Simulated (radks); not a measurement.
Initial-state core-level shifts of the technetium ion Tc+ when its valence configuration changes from [Kr] 4d5 5s1. Calculated with a radial shooting solver on a logarithmic mesh with Libxc functionals: scalar-relativistic Kohn-Sham, PBE, spin-unpolarised, spherical densities, point nucleus. Shifts are changes of the shell-averaged eigenvalues in eV (positive: less bound).

valence               2s       3p       4s      4p
4d5 5p1           -1.261   -1.278   -1.293  -1.288
4d4.5 5s1 5p0.5   -2.789   -2.743   -2.545  -2.441
4d5.5 5s0.5       +2.013   +1.972   +1.810  +1.720
4d6               +3.879   +3.808   +3.520  +3.349
4d4 5s2           -4.431   -4.311   -3.866  -3.657
4d4 5s1 5p1       -5.692   -5.585   -5.136  -4.917
4d5 5s0.5 5p0.5   -0.637   -0.646   -0.653  -0.651
4d4.5 5s0.5 5p1   -3.414   -3.375   -3.179  -3.072
4d3 5s1 5p2      -11.807  -11.526  -10.412  -9.928
